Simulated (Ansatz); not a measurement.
A CCSD(T) single point on `B/C(Br)=C/O`.

```yaml
crystal:
  periodic: [false, false, false]
  atoms:
    - {symbol: B, position_ang: [-0.710133, 1.215796, 0.789117]}
    - {symbol: C, position_ang: [0.243128, 0.272659, 0.112709]}
    - {symbol: Br, position_ang: [2.121154, 0.608968, -0.011172]}
    - {symbol: C, position_ang: [-0.174786, -0.883876, -0.455510]}
    - {symbol: O, position_ang: [0.564951, -1.779796, -1.070757]}
    - {symbol: H, position_ang: [-1.864894, 0.897615, 0.803945]}
    - {symbol: H, position_ang: [-0.352959, 2.236017, 1.292246]}
    - {symbol: H, position_ang: [-1.228183, -1.142936, -0.424769]}
    - {symbol: H, position_ang: [1.490122, -1.470849, -1.052909]}
basis:
  gaussian: {orbitals: def2-TZVPP}
correlation: {method: ccsd_t}
```

```sh
$ ansatz run in.yaml --threads 4 --pin off --events-out ev --progress --plain --max-ram 10444MiB
```

Output of Ansatz, abridged:

```
Functional definition: HF
1421 factors; integrals over basis functions are off by at most 8.8e-4 eV
mean field evaluation 1: about -74830.4574 eV, gradient 3.1e1 eV
mean field evaluation 2: about -74830.7219 eV, gradient 3.1e1 eV
mean field evaluation 4: about -74833.1836 eV, gradient 4.4e0 eV
mean field evaluation 8: about -74833.2415 eV, gradient 3.0e-1 eV
mean field -74833.24212080 eV, -2750.0709241459 hartree, gradient 5.7e-6 eV, S^2 0.000000; 0 other end points of the search recorded, 0 dependent functions left out
13 core orbitals not correlated: weight in the atoms' cores, before any rotation towards them, 1.000 or more for the frozen orbitals, at most 0.000 for the correlated occupied ones
reference -74833.24212080 eV, -2750.0709241459 hartree; 19, 19 occupied and 196, 196 virtual orbitals, 1421 factors
second order -25.38281350 eV of doubles, -0.00000000 eV of singles
cycle   1  -25.32127529 eV  change    6.2e-2 eV  update   1.1e-1
cycle   2  -25.95627152 eV  change   -6.3e-1 eV  update   3.5e-2
cycle   3  -26.09918046 eV  change   -1.4e-1 eV  update   1.9e-2
cycle   4  -26.08323461 eV  change    1.6e-2 eV  update   5.2e-3
cycle   5  -26.07950287 eV  change    3.7e-3 eV  update   2.7e-3
cycle   6  -26.08074514 eV  change   -1.2e-3 eV  update   8.7e-4
cycle   7  -26.08052610 eV  change    2.2e-4 eV  update   3.5e-4
cycle   8  -26.08032109 eV  change    2.1e-4 eV  update   1.3e-4
cycle   9  -26.08036494 eV  change   -4.4e-5 eV  update   5.2e-5
cycle  10  -26.08037129 eV  change   -6.4e-6 eV  update   2.2e-5
perturbative correction -1.11660411 eV, -0.0410344441 hartree
Total energy: -74860.43909619 eV, -2751.0703945569 hartree
```

It took 100 s on 4 threads of an Intel Xeon Platinum 8259CL on a shared host, with 4.2 GiB of host memory at the peak.

MP2 recovers 93.3 % of the CCSD(T) correlation energy and the triples give 4.1 %; T1 = 0.0122.
